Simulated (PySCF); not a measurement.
## `C(#CC)[P@]1(=[Se])C[C@@H]1C`, C6H9PSe

Geometry:
| atom | x (Å) | y (Å) | z (Å) |
| --- | --- | --- | --- |
| C1 | 3.365 | 0.221 | 0.726 |
| C2 | 2.083 | 0.043 | 0.093 |
| C3 | 0.980 | -0.042 | -0.389 |
| P4 | -0.486 | -0.417 | -1.269 |
| Se5 | -0.487 | -1.860 | -2.792 |
| C6 | -1.508 | 1.095 | -1.289 |
| C7 | -1.921 | 0.057 | -0.230 |
| C8 | -1.780 | 0.429 | 1.222 |
| H9 | 3.258 | 0.184 | 1.810 |
| H10 | 3.792 | 1.183 | 0.441 |
| H11 | 4.037 | -0.575 | 0.409 |
| H12 | -2.181 | 1.235 | -2.126 |
| H13 | -1.080 | 2.016 | -0.914 |
| H14 | -2.833 | -0.485 | -0.466 |
| H15 | -0.812 | 0.892 | 1.405 |
| H16 | -1.869 | -0.450 | 1.858 |
| H17 | -2.562 | 1.135 | 1.501 |

The calculation used TDDFT PBE0/def2-SVPD circular dichroism and optical rotation, one conformer, gas phase (PySCF). Geometry: GFN2-xTB.

The calculation is non-relativistic, which matters for the atoms heavier than Zn. States above about 5.9 eV (minus the energy of the highest occupied orbital) lie near or above the ionisation threshold and depend on the basis.

Stereocentres: P4 S, C7 S.

Problem. Give the optical rotatory dispersion at 633, 589.3, 546, 436, 405, 365, 355 nm.

Solution. [α] in deg dm⁻¹ (g/mL)⁻¹:
| λ (nm) | origin-invariant length gauge | modified velocity gauge | length gauge (centre of mass) | isotropic polarisability (au) |
| --- | --- | --- | --- | --- |
| 633 | +4.9 | +4.0 | +4.8 | 137.6 |
| 589.3 | +5.7 | +4.4 | +5.7 | 138.6 |
| 546 | +6.8 | +5.0 | +6.8 | 139.8 |
| 436 | +13.8 | +8.0 | +14.0 | 145.5 |
| 405 | +20.9 | +11.2 | +21.4 | 148.4 |
| 365 | +56.6 | +31.6 | +58.4 | 154.4 |
| 355 | +85.3 | +49.6 | +88.0 | 156.7 |

The shortest wavelength is close to the first absorption, where this undamped response comes out too large.

Problem. And for the mirror image at 589.3 nm?

Solution. -5.7 deg dm⁻¹ (g/mL)⁻¹ (origin-invariant length gauge): the same size and the opposite sign.

Problem. What is the molar rotation [Φ] = [α]·M/100 of the geometry above at 589.3 nm?

Solution. With M = 191.08 g/mol, +10.9 deg cm² dmol⁻¹ (origin-invariant length gauge).

The first excitation lies at 3.87 eV (321 nm) with R = +0.7 × 10⁻⁴⁰ esu² cm² (velocity form).
